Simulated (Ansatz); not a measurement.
System: C2H4BO, charge 0, multiplicity 2. It need not be the lowest isomer of its formula. SMILES: C=C[B]O
Coordinates optimised at B3LYP-D3(BJ)/def2-TZVP (Ansatz, a program for electronic structure):
```xyz
8

C      1.8803    -0.0492    -0.1337
C      0.5989    -0.4004    -0.2635
B     -0.5586     0.4528     0.2914
O     -1.8523     0.1036     0.1634
H      2.1598     0.8659     0.3762
H      2.6914    -0.6528    -0.5259
H      0.3638    -1.3300    -0.7842
H     -2.4785     0.7215     0.5534
```
Charge 0, spin multiplicity 2.

Property: atomisation energy (electronic, to ground-state atoms), in kcal/mol. Cores are frozen in the correlated levels unless marked. Open shells are spin-unrestricted. Spin-orbit coupling is left out. No relativistic terms. The coupled-cluster limit lacks core correlation, which all-electron functionals hold. CBS marks a two-point X^-3 extrapolation of the correlation energy; Hartree-Fock from the larger set.

```
level       program  atomisation energy (kcal/mol)
----------  -------  -----------------------------
HF/6-31G     Ansatz                          542.7
HF/cc-pVDZ   Ansatz                          569.5
```

**Question.** Predict the CCSD(T)/CBS(cc-pVTZ,cc-pVQZ) result (Ansatz).

**Answer.** 777.9 kcal/mol, so HF/cc-pVDZ differs from it by -208.4 kcal/mol.
